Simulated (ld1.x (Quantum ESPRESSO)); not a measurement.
Hf, TM: configuration errors across variants

Hf (Z = 72), norm-conserving Troullier–Martins (Kleinman–Bylander form), made with ld1.x (Quantum ESPRESSO) 7.5 (PBE, scalar-relativistic). Core [Kr] 4d10 4f14 5s2, reference 5p6 5d2 6s2 6p0. Waves: 6s (bound): rc 2.55 bohr; 5p (bound): rc 1.85 bohr; 5d (bound): rc 2.30 bohr. Local part: the d channel. Core correction: none.

All-electron excitation energies from the reference (eV): (1) 5p6 5d2 6s1 6p0 7.976; (2) 5p6 5d2 6s0 6p0 22.156; (3) 5p6 5d1 6s0 6p0 43.950; (4) 5p6 5d3 6s1 6p0 2.593; (5) 5p6 5d2 6s1 6p1 3.826; (6) 5p6 5d1 6s2 6p0 6.498; (7) 5p5 5d2 6s2 6p0 41.021.

Tests that are not counted but printed errors over 1 eV. “core correction a·sin(br)/r model core inside 1.28 bohr”: 5p6 5d2 6s1 6p1 (solver errors, printed error -843 eV).

2 further variants failed, have other tests or too few solved ones, and are left out.

A true bound ghost makes a file unfit for plane-wave use even where its test errors are small: the radial tests pick states by their node count and pass the ghost by. Where a test does run into it, the solver fails or the error is huge.

Errors AE − PS in meV (a dash: test not solved or not reliable):

| change | (1) | (2) | (3) | (4) | (5) | (6) | (7) | bound ghosts |
| --- | --- | --- | --- | --- | --- | --- | --- | --- |
| base | -1.9 | +14 | +96 | -13 | +1635 | -3.6 | -152 | s, p |
| wave 6s (bound): rc 2.55 bohr becomes 6s (bound): rc 1.88 bohr | +15 | +121 | +162 | +17 | +1682 | -24 | -222 | s, p |
| core correction a·sin(br)/r model core inside 1.28 bohr | -7.3 | -32 | -37 | -20 | – | -14 | -194 | s, p |
| all radii scaled by about 0.76 (s 1.94, p 1.40, d 1.74 bohr) | +9.4 | +66 | +94 | +7.5 | +2095 | -26 | -213 | s, p |
| wave 5p (bound): rc 1.85 bohr becomes 5p (bound): rc 2.30 bohr | -2.0 | +13 | +98 | -13 | +855 | -4.1 | -213 | not determined |

**Question.** Give the same row for: wave 5d (bound): rc 2.30 bohr becomes 5d (bound): rc 2.92 bohr.

**Answer.** -2.8, +9.1, +78, -12, +10, -9.0, –; bound ghosts: s. Not counted: 5p5 5d2 6s2 6p0 (solver errors, printed error -6.3 eV).
